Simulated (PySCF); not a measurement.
Compound: C7H16OS.
SMILES with atom numbers: `[CH3:1][S@@:2](=[O:3])[CH2:4][CH2:5][C:6]([CH3:7])([CH3:8])[CH3:9]` (hydrogens: H10, H11, H12 on C1; H13, H14 on C4; H15, H16 on C5; H17, H18, H19 on C7; H20, H21, H22 on C8; H23, H24, H25 on C9)

The same species was optimised twice, with GFN2-xTB and with PBE0-D3(BJ)/def2-SVP (PySCF), and the same property calculations (PySCF, gas phase) were run on both structures.

| coordinate | GFN2-xTB | PBE0-D3(BJ)/def2-SVP | change |
| --- | --- | --- | --- |
| S2=O3 (Å) | 1.463 | 1.505 | +0.042 |
| C1–S2 (Å) | 1.852 | 1.814 | -0.038 |
| S2–C4 (Å) | 1.860 | 1.828 | -0.032 |
| C4–C5 (Å) | 1.519 | 1.517 | -0.002 |
| C6–C7 (Å) | 1.532 | 1.531 | -0.001 |
| C6–C8 (Å) | 1.530 | 1.531 | +0.001 |
| C6–C9 (Å) | 1.531 | 1.530 | -0.001 |
| C5–C6 (Å) | 1.541 | 1.540 | -0.001 |
| C1–S2–C4 (°) | 95.0 | 96.7 | +1.7 |
| S2–C4–C5 (°) | 107.4 | 108.4 | +1.0 |
| C5–C6–C8 (°) | 110.9 | 110.6 | -0.3 |
| C7–C6–C9 (°) | 109.0 | 109.2 | +0.2 |
| C4–C5–C6 (°) | 115.9 | 116.1 | +0.2 |
| C1–S2–O3 (°) | 106.1 | 106.2 | +0.1 |
| C5–C6–C7 (°) | 107.5 | 107.5 | 0.0 |
| C7–C6–C8 (°) | 108.9 | 109.0 | +0.1 |
| C1–S2–C4–C5 (°) | -177 | -172 | +5 |
| S2–C4–C5–C6 (°) | 179 | 173 | -6 |
| C4–C5–C6–C7 (°) | 179 | 180 | +1 |

Rotational constants: A = 2702, B = 620.0, C = 586.6 MHz (GFN2-xTB) against A = 2687, B = 628.7, C = 594.7 MHz (PBE0-D3(BJ)/def2-SVP). Point groups within 0.08 Å: C1 and C1.

On the GFN2-xTB structure: HOMO (eV) -6.53 [PBE0/pcSseg-1]; LUMO (eV) 0.85 [PBE0/pcSseg-1]; dipole (D) 3.64 [PBE0/pcSseg-1]; GIAO shielding of C1 (ppm) 140.4 [PBE0/pcSseg-1]; GIAO shielding of S2 (ppm) 186.3 [PBE0/pcSseg-1]; GIAO shielding of O3 (ppm) 288.8 [PBE0/pcSseg-1]; GIAO shielding of C4 (ppm) 126.3 [PBE0/pcSseg-1]; GIAO shielding of C5 (ppm) 145.4 [PBE0/pcSseg-1]; GIAO shielding of C6 (ppm) 154.4 [PBE0/pcSseg-1]; GIAO shielding of C7/C8/C9 (mean) (ppm) 155.9 [PBE0/pcSseg-1].

**Question.** What do these properties become on the PBE0-D3(BJ)/def2-SVP structure?

**Answer.** 
```json
{"property": "HOMO (eV)", "level": "PBE0/pcSseg-1", "on GFN2-xTB": "-6.53", "on PBE0-D3(BJ)/def2-SVP": "-6.47", "change": "+0.06"}
{"property": "LUMO (eV)", "level": "PBE0/pcSseg-1", "on GFN2-xTB": "0.85", "on PBE0-D3(BJ)/def2-SVP": "0.96", "change": "+0.11"}
{"property": "dipole (D)", "level": "PBE0/pcSseg-1", "on GFN2-xTB": "3.64", "on PBE0-D3(BJ)/def2-SVP": "3.86", "change": "+0.22"}
{"property": "energy, GFN2-xTB geometry as zero (kcal/mol)", "level": "PBE0/pcSseg-1", "on GFN2-xTB": "0.0", "on PBE0-D3(BJ)/def2-SVP": "-2.7", "change": "-2.7"}
{"property": "GIAO shielding of C1 (ppm)", "level": "PBE0/pcSseg-1", "on GFN2-xTB": "140.4", "on PBE0-D3(BJ)/def2-SVP": "141.1", "change": "+0.7"}
{"property": "GIAO shielding of S2 (ppm)", "level": "PBE0/pcSseg-1", "on GFN2-xTB": "186.3", "on PBE0-D3(BJ)/def2-SVP": "203.3", "change": "+17.0"}
{"property": "GIAO shielding of O3 (ppm)", "level": "PBE0/pcSseg-1", "on GFN2-xTB": "288.8", "on PBE0-D3(BJ)/def2-SVP": "279.6", "change": "-9.2"}
{"property": "GIAO shielding of C4 (ppm)", "level": "PBE0/pcSseg-1", "on GFN2-xTB": "126.3", "on PBE0-D3(BJ)/def2-SVP": "128.4", "change": "+2.1"}
{"property": "GIAO shielding of C5 (ppm)", "level": "PBE0/pcSseg-1", "on GFN2-xTB": "145.4", "on PBE0-D3(BJ)/def2-SVP": "145.8", "change": "+0.4"}
{"property": "GIAO shielding of C6 (ppm)", "level": "PBE0/pcSseg-1", "on GFN2-xTB": "154.4", "on PBE0-D3(BJ)/def2-SVP": "154.3", "change": "-0.1"}
{"property": "GIAO shielding of C7/C8/C9 (mean) (ppm)", "level": "PBE0/pcSseg-1", "on GFN2-xTB": "155.9", "on PBE0-D3(BJ)/def2-SVP": "153.8", "change": "-2.1"}
```

The heavy atoms differ by 0.068 Å rms after alignment. Among bonds between heavy atoms S2=O3 changes most (+0.042 Å). Changes are differences of the printed values. Neither structure is proved a minimum here.

The values belong to the conformer `[CH3:1][S@@:2](=[O:3])[CH2:4][CH2:5][C:6]([CH3:7])([CH3:8])[CH3:9]`: C1–S2–C4–C5 -172°, S2–C4–C5–C6 173°, C4–C5–C6–C7 180°.
